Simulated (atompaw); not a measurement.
Before and after: PAW (atompaw) potential for carbon (C)

| Item | Value |
| --- | --- |
| Element | C (Z = 6) |
| Generator | atompaw 4.2.0.5 |
| Type | PAW |
| Functional | PBE |
| Relativity | scalar-relativistic |
| Frozen core | [He] |
| Valence charge | 4 |
| Reference configuration | 2s2 2p0 (charge +2) |
| Partial waves | 2s (bound): rc 2.60 bohr; 2s channel at 0.95 Ry: rc 2.60 bohr; 2p (bound, empty): rc 2.60 bohr; 2p channel at 2.1 Ry: rc 2.60 bohr |
| Local potential | troulliermartins scheme with l = 2 at 0 Ry, radius 1.75 bohr |
| Core correction | smooth core density matched at 1.55 bohr |
| Augmentation charge | sinc compensation charge, radius 2.40 bohr; PAW radius 2.60 bohr; waves and projectors: custom polynom2 7 10 vanderbiltortho |

Change: augmentation sinc compensation charge, radius 2.40 bohr; PAW radius 2.60 bohr; waves and projectors: custom rrkj vanderbiltortho.

Cutoffs: the cutoffs (Ry, on a coarse ladder) from which the occupation-weighted sum of valence levels, in a spherical-Bessel basis at the reference potential, stays within 10 and 1 mRy of its value at 400 Ry; they do not see the model core or the augmentation charge, which bear on the density cutoff.

Problem. What does the change do?

Solution. The potential gets softer (10 Ry and 30 Ry → 8 Ry and 8 Ry); the range in which the p phases agree widens (upper end -1.9 → at the end of the scan); neither file shows a bound ghost.

```csv
quantity,base,changed
"cutoff, loose",10 Ry,8 Ry
"cutoff, tight",30 Ry,8 Ry
bound ghosts,none,none
s: phases at 2.61 bohr within 0.05 rad from the reference energy up to (Ry; the scan ends near 5),3.3,3.8
p: phases at 2.61 bohr within 0.05 rad from the reference energy up to (Ry; the scan ends near 5),-1.9,to the end of the scan
lowest overlap eigenvalue by channel,"s 0.67, p 1.00","s 0.69, p 0.72"
```

 The cutoffs see the waves, projectors and local potential, not the compensation charge or the core.
